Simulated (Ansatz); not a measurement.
Total energies of GaH$_{18}$N$_{3}$Si$_{6}$, SMILES `[SiH3][N]([SiH3])[Ga]([N]([SiH3])[SiH3])[N]([SiH3])[SiH3]`.

| atom | x (Å) | y (Å) | z (Å) |
| --- | --- | --- | --- |
| Si1 | -2.620 | -1.327 | 0.942 |
| N2 | -1.699 | -0.600 | -0.335 |
| Si3 | -2.419 | -0.439 | -1.902 |
| Ga4 | 0.016 | -0.001 | -0.015 |
| N5 | 1.303 | -0.094 | -1.326 |
| Si6 | 1.163 | -1.224 | -2.635 |
| Si7 | 2.691 | 0.947 | -1.291 |
| N8 | 0.410 | 0.694 | 1.647 |
| Si9 | -0.802 | 1.552 | 2.542 |
| Si10 | 1.980 | 0.492 | 2.350 |
| H11 | -3.425 | -2.447 | 0.382 |
| H12 | -1.691 | -1.851 | 1.978 |
| H13 | -3.554 | -0.367 | 1.589 |
| H14 | -3.708 | 0.300 | -1.804 |
| H15 | -1.491 | 0.330 | -2.774 |
| H16 | -2.697 | -1.758 | -2.529 |
| H17 | 0.901 | -0.546 | -3.932 |
| H18 | 0.052 | -2.169 | -2.347 |
| H19 | 2.432 | -1.991 | -2.771 |
| H20 | 2.854 | 1.606 | -2.616 |
| H21 | 3.943 | 0.200 | -0.998 |
| H22 | 2.492 | 1.990 | -0.251 |
| H23 | -1.819 | 2.091 | 1.601 |
| H24 | -0.157 | 2.674 | 3.277 |
| H25 | -1.494 | 0.689 | 3.538 |
| H26 | 1.865 | -0.137 | 3.695 |
| H27 | 2.694 | 1.786 | 2.512 |
| H28 | 2.783 | -0.401 | 1.471 |

Charge 0, multiplicity 1. Correlated methods include outer-core shells of Ga, which these sets cover unevenly. Scalar relativity is left out up to krypton. The structure was optimised at the PBE0-D4/def2-TZVP level. It is one conformer, not always the lowest. Basis def2-TZVPP, Ansatz 0.2.0.

RPA on PBE orbitals: Hartree–Fock energy of these orbitals -3830.83560 Eh, correlation -2.86247 Eh (frozen core).

```
             functional  energy without D4 (Eh)  D4 term (kJ/mol)
            LDA (SPW92)             -3825.73006                 –
                 revPBE             -3836.58967            -282.8
                   BLYP             -3837.13475            -240.7
                   PBE0             -3835.99282            -102.8
                  B3LYP             -3837.37728            -187.4
                r2SCANh             -3836.90494             -35.0
                r2SCAN0             -3836.86812             -38.7
HSE06 (plane-wave form)             -3835.94267             -97.9
                  BHLYP             -3837.07895            -163.0
              CAM-B3LYP             -3837.27331            -107.9
                LC-ωPBE             -3836.30060                 –
                ωB97X-V             -3836.71091                 –
                ωB97M-V             -3836.87981                 –
                 B2PLYP             -3835.97087                 –
```

(1) Give the same for PBE, r2SCAN, B97M-V, PBE-QIDH. (An estimate is asked.)

B3LYP takes the VWN-RPA correlation (the form of Gaussian; ORCA's B3LYP/G). HSE06 is the plane-wave form, built on full-range PBE exchange. The double hybrids freeze the cores in their second-order part.

## Answers

(1) Ansatz gave: 
| functional | energy without D4 (Eh) | D4 term (kJ/mol) |
| --- | --- | --- |
| PBE | -3835.74481 | -116.9 |
| r2SCAN | -3836.93169 | -32.1 |
| B97M-V | -3836.36186 | – |
| PBE-QIDH | -3835.15279 | – |

LC-ωPBE has ω = 0.4 bohr⁻¹.
